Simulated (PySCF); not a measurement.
Compound: C₄H₁₀OSi₂.
Atom-mapped SMILES: `[SiH3:1][O:2][SiH:3]1[CH2:4][CH:5]=[CH:6][CH2:7]1` (hydrogens: H8, H9, H10 on Si1; H11 on Si3; H12, H13 on C4; H14 on C5; H15 on C6; H16, H17 on C7)

The same species was optimised twice, with GFN2-xTB and with PBE0-D3(BJ)/def2-SVP (PySCF), and the same property calculations (PySCF, gas phase) were run on both structures.

```tsv
coordinate	GFN2-xTB	PBE0-D3(BJ)/def2-SVP	change
O2–Si3 (Å)	1.622	1.665	+0.043
Si1–O2 (Å)	1.620	1.655	+0.035
C5=C6 (Å)	1.322	1.342	+0.020
Si3–C4 (Å)	1.905	1.888	-0.017
Si3–C7 (Å)	1.905	1.893	-0.012
C6–C7 (Å)	1.501	1.507	+0.006
C4–C5 (Å)	1.501	1.507	+0.006
Si1–O2–Si3 (°)	165.8	144.3	-21.5
C4–Si3–C7 (°)	93.7	96.0	+2.3
Si3–C7–C6 (°)	104.0	102.0	-2.0
O2–Si3–C7 (°)	114.2	112.2	-2.0
Si3–C4–C5 (°)	104.0	102.1	-1.9
O2–Si3–C4 (°)	112.7	111.0	-1.7
C5–C6–C7 (°)	119.0	119.1	+0.1
C4–C5–C6 (°)	119.1	119.2	+0.1
```

Rotational constants: A = 3887, B = 974.0, C = 918.4 MHz (GFN2-xTB) against A = 3266, B = 1102, C = 1035 MHz (PBE0-D3(BJ)/def2-SVP). Point groups within 0.08 Å: C1 and C1.

On the GFN2-xTB structure: lowest singlet, TDDFT (eV) 6.12 [B3LYP/def2-SVPD]; isotropic polarisability (au) 96.7 [B3LYP/def2-SVPD]; HOMO (eV) -6.86 [B3LYP/def2-SVPD]; LUMO (eV) -0.10 [B3LYP/def2-SVPD]; dipole (D) 0.32 [B3LYP/def2-SVPD].

Problem. What do these properties become on the PBE0-D3(BJ)/def2-SVP structure?

Solution. 
```csv
property,level,on GFN2-xTB,on PBE0-D3(BJ)/def2-SVP,change
"lowest singlet, TDDFT (eV)",B3LYP/def2-SVPD,6.12,6.20,+0.08
isotropic polarisability (au),B3LYP/def2-SVPD,96.7,98.7,+2.0
HOMO (eV),B3LYP/def2-SVPD,-6.86,-6.95,-0.09
LUMO (eV),B3LYP/def2-SVPD,-0.10,-0.05,+0.05
dipole (D),B3LYP/def2-SVPD,0.32,0.76,+0.44
"energy, GFN2-xTB geometry as zero (kcal/mol)",B3LYP/def2-SVPD,0.0,-4.3,-4.3
```

The heavy atoms differ by 0.251 Å rms after alignment. Among bonds between heavy atoms O2–Si3 changes most (+0.043 Å). Changes are differences of the printed values. Neither structure is proved a minimum here.
